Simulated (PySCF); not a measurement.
Compound: C4H12PSi2 (doublet state).
SMILES with atom numbers: `[CH2:1]=[CH:2][C@H:3]([CH3:4])[SiH2:5][SiH:6][PH2:7]` (hydrogens: H8, H9 on C1; H10 on C2; H11 on C3; H12, H13, H14 on C4; H15, H16 on Si5; H17 on Si6; H18, H19 on P7)

Cartesian coordinates in Å at the GFN2-xTB level; atoms count from 1:
```
atom  x, y, z in Å
C1    -2.7056   -1.6589   -0.3590
C2    -2.1310   -0.5161   -0.6929
C3    -1.0158    0.1255    0.0515
C4    -1.2224    1.6329    0.1605
Si5    0.6253   -0.3023   -0.8537
Si6    2.3534    0.4110    0.5132
P7     4.3701   -0.0009   -0.3629
H8    -3.4945   -2.0980   -0.9453
H9    -2.4058   -2.2043    0.5213
H10   -2.4534    0.0102   -1.5824
H11   -0.9754   -0.2984    1.0591
H12   -1.2641    2.0872   -0.8277
H13   -2.1584    1.8544    0.6723
H14   -0.4112    2.0970    0.7184
H15    0.6806   -1.7664   -0.9968
H16    0.4988    0.2115   -2.2308
H17    2.4358    1.8679    0.7755
H18    4.2133   -1.3733   -0.4203
H19    5.0505   -0.0698    0.8379
```

The hyperfine couplings belong to this conformer and change with its torsions.

Method: UKS B3LYP, pcH-1 on C H P Si, non-relativistic, mean-field spin-orbit, GIAO (PySCF 2.14.0). The structure is a single GFN2-xTB conformer in the gas phase; no vibrational or solvent corrections. Couplings are sensitive to structure, and on GFN2-xTB geometries they can be far from those on DFT ones, by a factor of two or more for some ions and for spin on atoms past the first row. The SCF solution wasn't tested for stability.

Q: Match the computed a_iso(29Si) values -384.9, -36.9 MHz with the sites Si5; Si6.

A: 
```json
{"site": "Si5", "a_iso (MHz)": "-36.9", "ρ(0) (bohr⁻³)": "+0.0416", "position": "1 bond from Si6", "distance from Si6 (Å)": "2.32", "spin population": "+0.02", "largest |T| (MHz)": "10.1"}
{"site": "Si6", "a_iso (MHz)": "-384.9", "ρ(0) (bohr⁻³)": "+0.4338", "position": "largest spin population", "distance from Si6 (Å)": "0.00", "spin population": "+0.85", "largest |T| (MHz)": "155.9"}
```

ρ(0) is the spin density at the nucleus and T the dipolar tensor; a_iso includes a spin–orbit part; entries for several nuclei are means. The largest Mulliken spin populations are on Si6 (+0.85) and P7 (+0.08). No atom but Si6 exceeds +0.15. The angles at Si6 add up to 330.8°, so it is pyramidal.

Nuclei that the bonding pattern makes equivalent are averaged, as if the motion that swaps them (rotation, inversion, ring flip) were fast. The 1H value of +28.1 MHz is a mean of couplings from 11.3 to 44.8 MHz in this one geometry, not an average over conformers.
